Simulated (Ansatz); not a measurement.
`CS[Si](F)(F)Cl` + H₂ → `CS[SiH](F)Cl` + H–F at 298.15 K and 1 bar (hydrogenolysis of the Si–F bond).

Calculated with Ansatz (gas phase, PBE0-D4/def2-TZVP geometries, no zero-point term in ΔE). CBS: MP2 limit from def2 TZ/QZ plus the TZ coupled-cluster correction, frozen cores. This one scheme is used for every species. One conformer a species, not always the lowest.

```tsv
species	CCSD(T)/CBS energy (Eh)	H − E (kJ/mol)	S (J/(mol·K))
`CS[Si](F)(F)Cl`	-1386.30078	149.4	381.8
H₂	-1.17544	35.1	130.4
`CS[SiH](F)Cl`	-1287.03339	161.4	363.2
H–F	-100.39570	33.5	173.6
```

H − E and S are ideal-gas, rigid-rotor, harmonic terms from PBE0-D4/def2-TZVP, for one conformer and one mirror image of each species. The MP2-based limit puts H₂ 0.8 mEh under its directly extrapolated value; such offsets cancel only in part. 1 Eh = 2625.50 kJ/mol, R = 8.31446 J/(mol·K).

Problem. By hand: ΔE, ΔH, ΔS and ΔG.

Solution. ΔE = (-1287.03339) + (-100.39570) − (-1386.30078) − (-1.17544) = 0.04713 Eh = 123.7 kJ/mol. Δ(H − E) = 161.4 + 33.5 − 149.4 − 35.1 = 10.4, so ΔH = 134.1 kJ/mol. ΔS = 363.2 + 173.6 − 381.8 − 130.4 = 24.6 J/(mol·K). ΔG = 134.1 − 298.15 × (24.6)/1000 = 126.8 kJ/mol.

Problem. By hand: the equilibrium constant, and the temperature at which ΔG would vanish if ΔH and ΔS stayed fixed.

Solution. log₁₀ K = −ΔG/(RT ln 10) = -22.2. ΔG = 0 at ΔH/ΔS = 5451 K, far beyond where these terms or the molecules hold.

ΔH outweighs TΔS. A doubt of 5 kJ/mol in ΔE shifts log₁₀ K by 0.9 here. Other conformers and mirror images would add mixing entropy, several J/(mol·K) or more a flexible species. Modes under 60 cm⁻¹, often nearly free rotors, make the harmonic entropy too high. These are equilibria of isolated gas molecules and say nothing of rates. Largest T1 diagnostic: 0.011 (customary marks: 0.02 for closed shells, 0.045 for open ones).
